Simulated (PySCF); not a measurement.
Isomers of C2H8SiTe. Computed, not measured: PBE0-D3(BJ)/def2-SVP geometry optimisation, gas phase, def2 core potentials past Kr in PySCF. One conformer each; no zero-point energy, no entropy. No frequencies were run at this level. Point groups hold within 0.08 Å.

Task: Rank from lowest to highest electronic energy at this level (kJ/mol).
A. `[CH3:1][CH2:2][SiH2:3][TeH:4]` with C1–C2–Si3–Te4 -58°, C2–Si3–Te4–H -66°
B. `[CH3:1][CH2:2][Te:3][SiH3:4]` with C1–C2–Te3–Si4 65°
C. `[CH3:1][SiH:2]([CH3:3])[TeH:4]` with C1–Si2–Te4–H -64°

Result: C (0.0), A (46.7), B (85.5).

As drawn, the lowest has an Si–C bond, which the highest lacks.

```csv
SMILES,E (Eh),E rel (kJ/mol),dipole (D),point group,"A, B, C (MHz)"
C[SiH](C)[TeH],-638.22057,0.0,1.87,near Cs,"5215, 1356, 1161"
CC[SiH2][TeH],-638.20277,46.7,1.53,C1,"5931, 1221, 1074"
CC[Te][SiH3],-638.18800,85.5,1.37,C1,"2948, 2380, 1425"
```
